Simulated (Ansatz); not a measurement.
```yaml
crystal:
  periodic: [false, false, false]
  atoms:
    - {symbol: B, position_ang: [-0.429170, 1.209842, -1.101032]}
    - {symbol: C, position_ang: [-0.300283, 0.078373, -0.196030]}
    - {symbol: C, position_ang: [-0.528196, -1.153797, 0.367497]}
    - {symbol: C, position_ang: [0.759385, -0.503591, 0.781520]}
    - {symbol: F, position_ang: [2.035087, -0.635310, 0.709103]}
    - {symbol: H, position_ang: [-1.442807, 1.858720, -0.941753]}
    - {symbol: H, position_ang: [0.451604, 1.488539, -1.822873]}
    - {symbol: H, position_ang: [-0.805473, -2.227099, 0.231889]}
    - {symbol: H, position_ang: [0.584749, 0.044292, 2.075257]}
basis:
  gaussian: {orbitals: def2-TZVP}
hamiltonian: {xc: {name: B3LYP}}
accuracy: high
relax: {f_tol: 0.0001, max_steps: 2}
```

```sh
$ ansatz run in.yaml --threads 2 --pin off --events-out ev --progress --plain --max-ram 4352MiB
```

Q: How does Ansatz answer? (An estimate is asked.)

A: The calculation gave: The calculation stopped without meeting its thresholds.
```
Functional definition: B3LYP
3478 factors; integrals over basis functions are off by at most 2.1e-9 eV
mean field evaluation 1: about -6561.0693 eV, gradient 4.9e1 eV
mean field evaluation 2: about -6557.4272 eV, gradient 6.0e1 eV
mean field evaluation 4: about -6566.9350 eV, gradient 6.2e0 eV
mean field evaluation 8: about -6567.1682 eV, gradient 7.5e-1 eV
mean field evaluation 16: about -6567.1695 eV, gradient 3.7e-5 eV
mean field -6567.16947072 eV, -241.3390266615 hartree, gradient 8.0e-8 eV, S^2 0.000000; 0 other end points of the search recorded, 0 dependent functions left out
reference -6567.16951398 eV, -241.3390282512 hartree; 18, 18 occupied and 161, 161 virtual orbitals, 3478 factors
relax step   1: F+E_penalty+E_count = -6567.16947072 eV  Δ(F+E_penalty+E_count) = +0.000e0 eV  max|allowed force component| = 6.074e0 eV/Å  Δτ_max = 0.0000 Å  (34 SCF iters, accepted)
3482 factors; integrals over basis functions are off by at most 3.4e-9 eV
mean field -6568.80274522 eV, -241.3990483922 hartree, gradient 9.4e-8 eV, S^2 0.000000; 0 other end points of the search recorded, 0 dependent functions left out
reference -6568.80278764 eV, -241.3990499513 hartree; 18, 18 occupied and 161, 161 virtual orbitals, 3482 factors
relax step   2: F+E_penalty+E_count = -6568.80274522 eV  Δ(F+E_penalty+E_count) = -1.633e0 eV  max|allowed force component| = 3.296e0 eV/Å  Δτ_max = 0.1705 Å  (44 SCF iters, accepted)
Error: geometry relaxation did not converge after 2 steps: max|allowed force component| = 3.30e0 eV/Å (threshold 1.0e-4). Raise `relax.max_steps` over both its present limit and 2, loosen `relax.f_tol`, or start from a geometry closer to equilibrium. Where this run's directory can be resumed (`checkpoint.write`), a resume goes on for up to `relax.max_steps` more
```

B3LYP here is the variant with VWN-RPA as its local correlation; programs differ in this.
